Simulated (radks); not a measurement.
Problem. Coherent X-ray form factor from a spherical all-electron density. Calculated with a radial shooting solver on a logarithmic mesh with Libxc functionals: scalar-relativistic Kohn-Sham, BLYP, spin-polarised, spherical densities, finite nucleus; Fermi nuclear charge, rms radius of each element as measured or else 0.836 A^(1/3) + 0.57 fm.

sin(theta)/lambda (1/angstrom),f0 (electrons)
0.05,65.709
0.1,62.791
0.15,59.442
0.2,55.998
0.25,52.530
0.3,49.148
0.4,43.018
0.5,37.902
0.6,33.638
0.8,26.936
1,22.154
1.25,18.291
1.5,15.857
2,12.335

The species is in the configuration that NIST lists as its ground one. Which atom or ion scatters so?

Solution. Neutral holmium, [Xe] 4f11 6s2. Extrapolating in s^2 from the first two rows gives f0(0) = 66.7, near the electron count 67; among species with that count, the fall with angle is slower the higher Z, and the table is that of Z = 67; from so few rows the species is fixed only to a neighbour or two.
